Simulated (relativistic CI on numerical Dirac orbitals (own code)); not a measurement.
## d2 in a ligand field

Computed with a parametric ligand-field model of a d^n configuration (Racah B and C, spin-orbit zeta, crystal field), exact diagonalisation.

Field parameters in Wybourne normalisation: Oh B⁴₀ = 21Dq, B⁴₄ = √(5/14) B⁴₀; Td as Oh with Dq negative (B⁴₀ = 21Dq, B⁴₄ = √(5/14) B⁴₀). The field is a parameter set, without covalency.

Problem. Lowest levels for B = 670, C = 2830, ζ = 680 cm⁻¹, Td, 10Dq = -5750 cm⁻¹?

Solution. T2 0 (S 1.00), E 5585 (S 0.98), A2 5605 (S 1.00), T2 5777 (S 1.00), T1 6011 (S 1.00), T2 9481 (S 1.00), E 9510 (S 0.94), T1 10306 (S 1.00), A1 10562 (S 0.99) cm⁻¹, with S from ⟨S²⟩ = S(S + 1). The ground level has 1.97 electrons in the cubic e pair.

Problem. Lowest levels for B = 1040, C = 3710, ζ = 160 cm⁻¹, Oh, 10Dq = 11050 cm⁻¹?

Solution. E 0 (S 1.00), T2 5 (S 1.00), T1 232 (S 1.00), A1 347 (S 1.00), A2 9729 (S 1.00), T2 9758 (S 1.00), T1 9851 (S 1.00), E 9854 (S 1.00), T2 14383 (S 0.00) cm⁻¹, with S from ⟨S²⟩ = S(S + 1). The ground level has 0.07 electrons in the cubic e pair.

Problem. Lowest levels for B = 460, C = 1800, ζ = 550 cm⁻¹, Td, 10Dq = -8550 cm⁻¹?

Solution. T2 0 (S 1.00), E 6839 (S 0.26), A2 8367 (S 1.00), T2 8488 (S 1.00), T1 8721 (S 1.00), E 8941 (S 0.89), A1 12086 (S 0.48), T2 12705 (S 1.00), E 12804 (S 0.99) cm⁻¹, with S from ⟨S²⟩ = S(S + 1). The ground level has 1.99 electrons in the cubic e pair.

Problem. Lowest levels for B = 730, C = 2690, ζ = 210 cm⁻¹, Oh, 10Dq = 26500 cm⁻¹?

Solution. E 0 (S 1.00), T2 3 (S 1.00), T1 264 (S 1.00), A1 392 (S 1.00), T2 10218 (S 0.00), E 10346 (S 0.00), A1 23074 (S 0.00), A2 24913 (S 1.00), T2 24967 (S 1.00) cm⁻¹, with S from ⟨S²⟩ = S(S + 1). The ground level has 0.02 electrons in the cubic e pair.

Problem. Lowest levels for B = 610, C = 2540, ζ = 600 cm⁻¹, Oh, 10Dq = 29300 cm⁻¹?

Solution. E 0 (S 1.00), T2 17 (S 1.00), T1 758 (S 1.00), A1 1096 (S 1.00), T2 9367 (S 0.01), E 9466 (S 0.01), A1 21136 (S 0.01), A2 27970 (S 1.00), T2 28127 (S 1.00) cm⁻¹, with S from ⟨S²⟩ = S(S + 1). The ground level has 0.01 electrons in the cubic e pair.
